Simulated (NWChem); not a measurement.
Correlation energy of ClLi

SMILES: [Li][Cl]
```xyz
2

Li     0.0000     0.0000    -1.7006
Cl     0.0000     0.0000     0.3001
```
Charge 0, spin multiplicity 1.

All runs are NWChem calculations. The geometry was optimised at B3LYP/def2-SVP, a minimum by its harmonic frequencies.

Basis set: cc-pVDZ. Each correlation energy counts from its own Hartree-Fock reference.

The correlated methods keep 5 core orbitals frozen. The structure started from a generated list of species. Coupled-cluster values serve here as a point of comparison, not as the truth.

Question: For the correlation energy, CCSDT gives -158.1 mHa and CCSD+T(CCSD) gives -157.9 mHa. What do SCS-MP2, CR-CCSD[T] give?

Answer: SCS-MP2: -138.5 mHa; CR-CCSD[T]: -157.6 mHa.
